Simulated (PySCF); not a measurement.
Correlation energy of V (vanadium, neutral)

[Ar] 3d3 4s1 4p1, one real determinant (an excited configuration). Computed with PySCF 2.14 in x2c-QZVPPall, with the spin-free X2C one-electron Hamiltonian (Gaussian nucleus). Frozen: [Ar]; 5 electrons correlated.

MP2 pair energies summed by pair of shells (mhartree):

| pair | energy | share (%) |
| --- | --- | --- |
| 3d-3d | -20.41 | 59.2 |
| 3d-4s | -7.59 | 22.0 |
| 3d-4p | -4.60 | 13.4 |
| 4s-4p | -1.84 | 5.4 |

Total MP2 correlation energy: -34.44 mhartree.

Same-spin part -34.44 and opposite-spin part 0.00 mhartree; SCS-MP2 scales them by 1/3 and 6/5 to -11.48 mhartree.

The basis was made for the ground configuration and has no added diffuse functions, which can raise the energy of the promoted electron.

The reference is one real determinant that mixes LS terms of this configuration.
